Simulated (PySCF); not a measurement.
## Selenium: a sound run and one with changed settings

Sound run: Se [Ar] 3d10 4s2 4p4, Se⁺ [Ar] 3d10 4s2 4p3. All numbers are calculated (PySCF 2.14, scalar relativity through the core potential, in cc-pVTZ-PP with ECP10MDF). In the sound run the correlated levels freeze 3s2 3p6 3d10 outside the core potential. The sound run starts from symmetry-adapted Hartree-Fock orbitals and uses a fine grid where one is needed.

Changed run: initial guess minao, at most 50 SCF cycles, level shift 0.5 hartree.

```csv
species,method,sound run (hartree),changed run (hartree),converged
Se,UHF,-371.86220,-371.86220,yes
Se,PBE,-373.12122,-373.12122,yes
Se,B3LYP,-373.18760,-373.18760,yes
Se,MP2,-371.96232,-371.93290,yes
Se,CCSD(T),-371.98470,-371.98470,yes
Se⁺,UHF,-371.54804,-371.54804,yes
Se⁺,PBE,-372.76838,-372.76838,yes
Se⁺,B3LYP,-372.82787,-372.82787,yes
Se⁺,MP2,-371.62358,-371.60168,yes
Se⁺,CCSD(T),-371.64077,-371.64077,yes
```

Ionisation energy of Se:

```json
{"method": "UHF", "sound run (eV)": "8.549", "changed run (eV)": "8.549"}
{"method": "PBE", "sound run (eV)": "9.601", "changed run (eV)": "9.601"}
{"method": "B3LYP", "sound run (eV)": "9.789", "changed run (eV)": "9.789"}
{"method": "MP2", "sound run (eV)": "9.218", "changed run (eV)": "9.013"}
{"method": "SCS-MP2", "sound run (eV)": "9.283", "changed run (eV)": "9.066"}
{"method": "CCSD", "sound run (eV)": "9.331", "changed run (eV)": "9.331"}
{"method": "CCSD(T)", "sound run (eV)": "9.359", "changed run (eV)": "9.359"}
```

A level shift leaves the converged SCF energy unchanged but raises the virtual orbital energies, which shrinks MP2 if it is not removed.

For comparison, NIST gives 9.752 eV between the lowest levels.
